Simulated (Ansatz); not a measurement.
Molecule: CH$_{2}$BF$_{2}$, net charge 0, doublet state. It need not be the lowest isomer of its formula. SMILES: FC[B]F
Coordinates optimised at B3LYP-D3(BJ)/def2-TZVP (Ansatz, a quantum-chemistry and plane-wave program):
```xyz
6

B      0.6568     0.5226     0.1411
F      1.1691     1.2505    -0.8210
C     -0.5553    -0.4371    -0.1354
F     -0.9768    -1.1361     0.9918
H     -0.2794    -1.1643    -0.9103
H     -1.4041     0.1437    -0.5197
```
Charge 0, spin multiplicity 2.

Question: Give the harmonic wavenumbers at B3LYP-D3(BJ)/def2-TZVP (Ansatz, finite differences of forces, unscaled).

Answer: 145, 263, 438, 660, 917, 1066, 1230, 1284, 1387, 1438, 2990, 3031 cm⁻¹. Zero-point energy 21.2 kcal/mol.

Question: From these and the geometry, give the ideal-gas thermochemistry at 298.15 K and 1 atm (rigid rotor, harmonic oscillator).

Answer: Point group Cs, rotational symmetry number 1. Rotational constants 50.13, 3.616, 3.446 GHz. S(trans) 38.33, S(rot) 23.76, S(vib) 5.87, S(elec, spin only) 1.38, S 69.3 cal/(mol K). H(298) - H(0) 3.40 kcal/mol; G - E(el) 4.0 kcal/mol.
